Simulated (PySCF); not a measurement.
Si(Cl)(H)(SMe)2 (C₂H₇ClS₂Si), SMILES CS[SiH](Cl)SC. The structure is a stationary point at PBE0-D3(BJ)/def2-SVP. The values are those of a single conformer.

Computed equilibrium geometry at PBE0-D3(BJ)/def2-SVP (PySCF confirms it by a frequency run) as Cartesian coordinates in Å (one conformer of several):
```xyz
13

Si    -0.0028     0.4445     0.1984
Cl     0.6095     0.4183     2.1724
S      1.1512    -0.8590    -1.0208
C      2.6809     0.1257    -1.1541
S     -2.0165    -0.2206     0.1768
C     -2.3827     0.0329    -1.5944
H      0.1723     1.8425    -0.2911
H      3.3578    -0.4319    -1.8147
H      3.1574     0.2407    -0.1709
H      2.4861     1.1134    -1.5953
H     -2.3601     1.0997    -1.8573
H     -1.6810    -0.5253    -2.2287
H     -3.3987    -0.3509    -1.7551
```
